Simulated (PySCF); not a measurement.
# Polarisability and C₆ of Al⁻ (aluminium, charge -1)

[Ne] 3s2 3p2, high-spin 3P determinant. Calculation: PySCF 2.14, in aug-cc-pV(Q+d)Z with one added diffuse shell each of s, p, d, f, g type (8s7p6d4f3g, 114 functions); no relativity, point nucleus. Coupled (time-dependent) response in atomic units; α is the mean over directions.

```csv
method,mean α (bohr³),"α xx, yy, zz",C₆ (like pair),S(−4)
UHF,532.8,"258.5, 669.9, 669.9",10040,406100
```

S(−4) is the Cauchy moment in α(ω) = α(0) + S(−4) ω² + …

α(iu) at UHF:

| u (hartree) | α(iu) (bohr³) |
| --- | --- |
| 0 | 532.8 |
| 0.0500 | 241.3 |
| 0.100 | 124.4 |
| 0.200 | 54.03 |
| 0.300 | 30.26 |
| 0.500 | 13.23 |
| 0.750 | 6.501 |
| 1.00 | 3.880 |
| 1.50 | 1.888 |
| 2.00 | 1.153 |
| 3.00 | 0.5945 |
| 5.00 | 0.2672 |

For an ion, C₆ is the dispersion term alone; charge-induced terms of lower order in 1/R come first.

The components differ because the open shell of this determinant is not spherical; for a pure term their mean is the scalar polarisability.
